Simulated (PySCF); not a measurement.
Compound: ScBr (singlet state).
SMILES: `[Sc][Br]`

Linear response at PBE0/def2-SVPD (PySCF, frozen core in the response, non-relativistic). Geometry: PBE0-D3(BJ)/def2-SVP; no solvent, vibrations or thermal averaging. Relativistic effects, spin–orbit coupling among them, are left out although an element past zinc is present.

Static isotropic polarisability: 126.72 au (18.78 Å³), principal values 120.5, 120.5, 139.1 au.

Question: What is the polarisability at 1064 nm and at the sodium D line?

Answer: 147.59 au at 1064 nm (+16.5 %), 85.77 au at 589.3 nm (-32.3 %). The lowest singlet lies at 5083 nm (f = 0.000), near or inside this range; the response is undamped and has a pole at each allowed excitation.

Question: What is the isotropic C6 coefficient between two such molecules, C6 = (3/π)∫α(iω)² dω?

Answer: 1785 au (Eh·bohr⁶) by a ten-point quadrature over imaginary frequencies, which is 1070 eV·Å⁶ or 103 J·nm⁶/mol.

Question: Which effective excitation energy ω̄ makes London's formula C6 = (3/4)α²ω̄ exact here?

Answer: ω̄ = 4·C6/(3α²) = 0.148 Eh = 4.0 eV.

Question: The lowest 6 singlets have (eV, f): 0.24, 0.000; 0.24, 0.000; 0.57, 0.002; 0.57, 0.002; 1.63, 0.089; 3.52, 0.424. What share of the static polarisability do they carry in the sum over states α = Σ f/ω²?

Answer: 59.67 au, 47.1 % of α; the largest term, 25.40 au, is that of the state at 3.52 eV. Their oscillator strengths add up to 0.52. Higher states carry the rest.

Question: How many electrons N does the Slater–Kirkwood formula C6 = (3/4)·√N·α^(3/2) need to give this C6?

Answer: N = (4·C6/3)²/α³ = 2.8; the species has 56 electrons in all.

Question: How anisotropic is the static polarisability, by Δα² = ½[(α1 − α2)² + (α2 − α3)² + (α3 − α1)²]?

Answer: Δα = 18.6 au, or 0.15 of the isotropic value.

The run took about 4 s of CPU time (one thread, shared machine). This is the whole response run at PBE0/def2-SVPD, SCF included.
